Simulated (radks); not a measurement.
Results of a calculation; reference values are marked as such.
Task: Valence configurations of Re (all share [Xe]). Code: a radial shooting solver on a logarithmic mesh with Libxc functionals. Model: Dirac Kohn-Sham, BLYP, spin-unpolarised, spherical densities, point nucleus; open shells fill j = l - 1/2 first. Order these by energy: 4f14 5d4.5 6s0.5 6p2; 4f14 5d6 6s1; 4f12 5d8 6s1; 4f14 5d5 6p2; 4f13.5 5d5.5 6s2; 4f13 5d6 6s2; 4f14 5d5 6s1.5 6p0.5; 4f14 5d5 6s1 6p1; 4f14 5d5 6s2; 4f12 5d7 6s2.

Result: From the lowest, in eV above it: 4f14 5d5 6s2 0.000; 4f14 5d6 6s1 1.447; 4f14 5d5 6s1.5 6p0.5 2.107; 4f14 5d5 6s1 6p1 4.276; 4f14 5d4.5 6s0.5 6p2 8.654; 4f14 5d5 6p2 8.788; 4f13.5 5d5.5 6s2 18.901; 4f13 5d6 6s2 39.932; 4f12 5d8 6s1 88.378; 4f12 5d7 6s2 88.607. NIST lists [Xe] 4f14 5d5 6s2 as the ground configuration; this level of theory agrees among the configurations tried. The energies are those of spherical spin-averaged densities, not of single terms.
